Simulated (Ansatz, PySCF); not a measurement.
This PySCF input computes a PBE0/def2-TZVPD energy:

```python
from pyscf import gto, scf, dft

mol = gto.M(
    atom='''
    B    -0.25093035   -0.58363166   -0.60064539
    O     0.04786418    0.26847182    0.32810798
    H     0.87173832    0.77038378    0.37836311
    ''',
    basis='def2-tzvpd',
    charge=0,
    spin=0,
    verbose=4,
)

mf = dft.RKS(mol, xc='pbe0').density_fit(auxbasis='def2-universal-jkfit')
mf.grids.level = 3
mf.conv_tol = 1e-9
mf.max_cycle = 100
mf.max_memory = 1500
mf.kernel()
if not mf.converged:
    mf = mf.newton()
    mf.kernel(mf.make_rdm1())
mf.analyze()
```

Task: Write an input for the same energy in Ansatz (a first-principles code) and say what it gives.

Result: 
Ansatz 0.2 input:
```yaml
crystal:
  periodic: [false, false, false]
  atoms:
    - {symbol: B, position_ang: [-0.25093035, -0.58363166, -0.60064539]}
    - {symbol: O, position_ang: [0.04786418, 0.26847182, 0.32810798]}
    - {symbol: H, position_ang: [0.87173832, 0.77038378, 0.37836311]}
basis:
  gaussian:
    orbitals: def2-TZVPD
hamiltonian:
  xc: {name: PBE0}
output: {forces: true}
```
It gives -100.55536 Eh, and PySCF -100.55537 Eh, a difference of 0.01 mEh.
